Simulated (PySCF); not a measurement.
Gas-phase reaction: GaHCl₂ + H₂ → GaH + 2 HCl

Energies from PySCF, thermal terms from the rigid-rotor harmonic-oscillator model, ideal gas at 1 bar. † marks an energy on the PBE0/def2-TZVP geometry and frequencies; other levels use their own. MP2 and CCSD(T) freeze the core. 6-31G* has spherical d functions here. All species are closed-shell singlets. B3LYP is the form with VWN-RPA correlation. Ga: all electrons, no relativistic terms. GaHCl₂, GaH: computed as isolated molecules; such fragments, hydroxides, amides, oligomers or adducts are transient or little studied in the gas. MP2 isn't extrapolated to the basis-set limit. CCSD(T) isn't extrapolated to the basis-set limit.

```tsv
level	ΔH°(298 K), kJ
B3LYP/6-31G*	287
BLYP/def2-TZVP†	260
CCSD(T)/def2-TZVPP†	298
MP2/def2-SVP†	?
PBE/def2-SVP	?
PBE0/def2-QZVP†	?
PBE0/def2-SVP†	308
r2SCAN/def2-TZVP†	324
LDA/def2-TZVP†	?
```

**Question.** What belongs in the gaps?

**Answer.** 
- MP2/def2-SVP†, ΔH°(298 K), kJ: 325
- PBE/def2-SVP, ΔH°(298 K), kJ: 301
- PBE0/def2-QZVP†, ΔH°(298 K), kJ: 292
- LDA/def2-TZVP†, ΔH°(298 K), kJ: 319
